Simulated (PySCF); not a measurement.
ClH₃O₃Sn, SMILES [OH][Sn]([OH])([Cl])[OH]. Atoms are numbered in the order given.

```xyz
8

O     -1.4618     1.1234    -0.9059
Sn     0.0000     0.0000    -0.2448
O     -0.2420    -1.8276    -0.9059
O      1.7038     0.7043    -0.9059
Cl     0.0000     0.0000     2.0964
H     -1.4104     2.0208    -0.5533
H     -1.0448    -2.2319    -0.5533
H      2.4553     0.2111    -0.5533
```
Charge 0, spin multiplicity 1.

Geometry optimised at PBE0-D3(BJ)/def2-SVP. The def2 effective core potentials stand for the cores of Sn; spin–orbit coupling is left out. The values are those of a single conformer.

Calculation: M06-2X/def2-TZVP (PySCF).

ESP charges are fitted to the potential on shells at 1.4 to 2.0 van der Waals radii. Atomic charges (e):

```json
[
 {"atom": "O1", "ESP fit": "-0.64", "Mulliken": "-0.70"},
 {"atom": "Sn2", "ESP fit": "1.03", "Mulliken": "1.44"},
 {"atom": "O3", "ESP fit": "-0.64", "Mulliken": "-0.70"},
 {"atom": "O4", "ESP fit": "-0.63", "Mulliken": "-0.70"},
 {"atom": "Cl5", "ESP fit": "-0.29", "Mulliken": "-0.35"},
 {"atom": "H6", "ESP fit": "0.39", "Mulliken": "0.34"},
 {"atom": "H7", "ESP fit": "0.39", "Mulliken": "0.34"},
 {"atom": "H8", "ESP fit": "0.39", "Mulliken": "0.34"}
]
```
